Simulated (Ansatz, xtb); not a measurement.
Pulling on the Zn1–H2 bond in HIZn (SMILES [ZnH][I]) (multiplicity 1 held, fragments rigid). Energies count from the point at 1.531 Å.
Geometry at that point (charge 0, multiplicity 1):
```
atom   x (Å)   y (Å)    z (Å)
----  ------  ------  -------
Zn    0.0000  0.0000  -1.5252
H     0.0000  0.0000  -3.0559
I     0.0000  0.0000   0.9210
```

Restricted levels (R-, RO-) in cc, def2 and unpolarised 6-31G sets keep to the state of the molecule at rest. Unrestricted levels (U-) break spin symmetry where that is lower. Active spaces are followed from a long bond inwards. Left out are points that failed, MP2 points in a non-variational dive below the minimum, coupled-cluster points behind a sign of a changed root (a jump of the amplitudes, or a one-step jump against full CI or MRCI), small-basis points behind a change of solution, and semi-empirical points at long bonds. Curves can end on different states.

Cores are frozen in the correlated methods. Filled d and f shells under p-block atoms count as core.

The values were computed with Ansatz (a program for electronic structure) with Gaussian orbitals; xtb for the GFN methods.  In def2 rows elements past Kr take small-core potentials, without spin–orbit coupling. The GFN methods have no spin term and hold the electronic entropy of 300 K.

Energies in kJ/mol.

```json
[
 {"R (Å)": "1.225", "GFN2-xTB": "59", "R-HF/def2-SVP": "121", "U-CCSD(T)/def2-SVP": "102", "R-CCSDT(Q)/def2-SVP": "102", "FIC-MRCISD on CASSCF(2,2)/def2-SVP": "106", "FIC-MRCISD+Q on CASSCF(2,2)/def2-SVP": "103"},
 {"R (Å)": "1.378", "GFN2-xTB": "3", "R-HF/def2-SVP": "28", "U-CCSD(T)/def2-SVP": "21", "R-CCSDT(Q)/def2-SVP": "21", "FIC-MRCISD on CASSCF(2,2)/def2-SVP": "23", "FIC-MRCISD+Q on CASSCF(2,2)/def2-SVP": "22"},
 {"R (Å)": "1.531", "GFN2-xTB": "0", "R-HF/def2-SVP": "0", "U-CCSD(T)/def2-SVP": "0", "R-CCSDT(Q)/def2-SVP": "0", "FIC-MRCISD on CASSCF(2,2)/def2-SVP": "0", "FIC-MRCISD+Q on CASSCF(2,2)/def2-SVP": "0"},
 {"R (Å)": "1.684", "GFN2-xTB": "17", "R-HF/def2-SVP": "7", "U-CCSD(T)/def2-SVP": "11", "R-CCSDT(Q)/def2-SVP": "10", "FIC-MRCISD on CASSCF(2,2)/def2-SVP": "9", "FIC-MRCISD+Q on CASSCF(2,2)/def2-SVP": "10"},
 {"R (Å)": "1.837", "GFN2-xTB": "42", "R-HF/def2-SVP": "34", "U-CCSD(T)/def2-SVP": "38", "R-CCSDT(Q)/def2-SVP": "37", "FIC-MRCISD on CASSCF(2,2)/def2-SVP": "35", "FIC-MRCISD+Q on CASSCF(2,2)/def2-SVP": "37"},
 {"R (Å)": "2.067", "GFN2-xTB": "84", "R-HF/def2-SVP": "91", "U-CCSD(T)/def2-SVP": "91", "R-CCSDT(Q)/def2-SVP": "90", "FIC-MRCISD on CASSCF(2,2)/def2-SVP": "87", "FIC-MRCISD+Q on CASSCF(2,2)/def2-SVP": "90"},
 {"R (Å)": "2.296", "GFN2-xTB": "127", "R-HF/def2-SVP": "157", "U-CCSD(T)/def2-SVP": "146", "R-CCSDT(Q)/def2-SVP": "145", "FIC-MRCISD on CASSCF(2,2)/def2-SVP": "141", "FIC-MRCISD+Q on CASSCF(2,2)/def2-SVP": "145"},
 {"R (Å)": "2.679", "GFN2-xTB": "197", "R-HF/def2-SVP": "264", "U-CCSD(T)/def2-SVP": "225", "R-CCSDT(Q)/def2-SVP": "220", "FIC-MRCISD on CASSCF(2,2)/def2-SVP": "217", "FIC-MRCISD+Q on CASSCF(2,2)/def2-SVP": "221"},
 {"R (Å)": "3.062", "GFN2-xTB": "257", "R-HF/def2-SVP": "358", "U-CCSD(T)/def2-SVP": "278", "R-CCSDT(Q)/def2-SVP": "268", "FIC-MRCISD on CASSCF(2,2)/def2-SVP": "266", "FIC-MRCISD+Q on CASSCF(2,2)/def2-SVP": "271"},
 {"R (Å)": "3.521", "GFN2-xTB": "312", "R-HF/def2-SVP": "450", "U-CCSD(T)/def2-SVP": "306", "R-CCSDT(Q)/def2-SVP": "296", "FIC-MRCISD on CASSCF(2,2)/def2-SVP": "296", "FIC-MRCISD+Q on CASSCF(2,2)/def2-SVP": "300"},
 {"R (Å)": "4.133", "GFN2-xTB": "357", "R-HF/def2-SVP": "541", "U-CCSD(T)/def2-SVP": "313", "R-CCSDT(Q)/def2-SVP": "306", "FIC-MRCISD on CASSCF(2,2)/def2-SVP": "309", "FIC-MRCISD+Q on CASSCF(2,2)/def2-SVP": "313"},
 {"R (Å)": "4.898", "GFN2-xTB": "left out", "R-HF/def2-SVP": "613", "U-CCSD(T)/def2-SVP": "314", "R-CCSDT(Q)/def2-SVP": "308", "FIC-MRCISD on CASSCF(2,2)/def2-SVP": "312", "FIC-MRCISD+Q on CASSCF(2,2)/def2-SVP": "316"}
]
```

Doubts at one or more of the structures used: a restricted determinant that unrestricted orbitals would lower (R-HF/def2-SVP, R-CCSDT(Q)/def2-SVP); a spin-contaminated determinant (U-CCSD(T)/def2-SVP); T1 above 0.05 (U-CCSD(T)/def2-SVP, R-CCSDT(Q)/def2-SVP); other coupled-cluster roots lie near (R-CCSDT(Q)/def2-SVP).
